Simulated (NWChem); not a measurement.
System meant: InNH₂Cl₂; SMILES [NH2][In]([Cl])[Cl]

Here is an NWChem input.

```
start job
memory heap 200 mb stack 900 mb global 1100 mb
geometry units angstroms noautoz
  In     0.243525    -0.038795     0.000000
  Cl    -0.995484     0.037288    -2.003929
  Cl    -0.995484     0.037288     2.003929
  N      2.286104     0.132805     0.000000
  H      2.700199    -0.313139     0.830387
  H      2.700199    -0.313139    -0.830387
end
basis spherical
  * library def2-svp
end
dft
  xc pbe0
  iterations 150
  mulliken
end
task dft energy
```

End of the output:

```
             Grid Information
             ----------------
          Grid used for XC integration:  medium
          Radial quadrature: Mura-Knowles
          Angular quadrature: Lebedev.
          Tag              B.-S. Rad. Rad. Pts. Rad. Cut. Ang. Pts.
          ---              ---------- --------- --------- ---------
          In                  1.55      123           9.0       590
          Cl                  1.00       88          12.0       590
          N                   0.65       49          10.0       434
          H                   0.35       45          11.0       434
          Grid pruning is: on
          Number of quadrature shells:   305
          Spatial weights used:  Erf1

          Convergence Information
          -----------------------
          Convergence aids based upon iterative change in
          total energy or number of iterations.
          Levelshifting, if invoked, occurs when the
          HOMO/LUMO gap drops below (HL_TOL):  1.00D-02
          DIIS, if invoked, will attempt to extrapolate
          using up to (NFOCK): 10 stored Fock matrices.

                    Damping( 0%)  Levelshifting(0.5)       DIIS
                  --------------- ------------------- ---------------
          dE  on:    start            ASAP                start
          dE off:    2 iters        150 iters           150 iters

      Screening Tolerance Information
      -------------------------------
          Density screening/tol_rho:  1.00D-10
          AO Gaussian exp screening on grid/accAOfunc:  14
          CD Gaussian exp screening on grid/accCDfunc:  20
          XC Gaussian exp screening on grid/accXCfunc:  20
          Schwarz screening/accCoul:  1.00D-08

      Superposition of Atomic Density Guess
      -------------------------------------

      charge =      49.0 In (Indium)

      symmetry species            s     p     d     f
      number of basis functions =10     7     6
      number of cont. functions = 4     4     2
      number of closed shells   = 5     3     2
      number of open shells     = 0     1     0
      open shell occupation     = 0     1     0
 ------------------------------------------------------------------------
 atomscf:atomd: error in atom scf                   0
 ------------------------------------------------------------------------
 ------------------------------------------------------------------------
  current input line :
    19: task dft energy
 ------------------------------------------------------------------------
 ------------------------------------------------------------------------
 This error has not yet been assigned to a category
 ------------------------------------------------------------------------
 For more information see the NWChem manual at https://nwchemgit.github.io

0:atomscf:atomd: error in atom scf:Received an Error in Communication
```

Question: What is wrong, and how is it mended?

Answer: The program stopped with an error. Cause: the def2 basis of a heavy element holds valence functions alone and wants its effective core potential (without it all electrons must fit into that basis). This input runs:
```
start job
memory heap 200 mb stack 900 mb global 1100 mb
geometry units angstroms noautoz
  In     0.243525    -0.038795     0.000000
  Cl    -0.995484     0.037288    -2.003929
  Cl    -0.995484     0.037288     2.003929
  N      2.286104     0.132805     0.000000
  H      2.700199    -0.313139     0.830387
  H      2.700199    -0.313139    -0.830387
end
basis spherical
  * library def2-svp
end
ecp
  In library def2-ecp
end
dft
  xc pbe0
  iterations 150
  mulliken
end
task dft energy
```
It converges to -1165.89322 Ha (PBE0/def2-SVP with def2 effective core potentials on In).
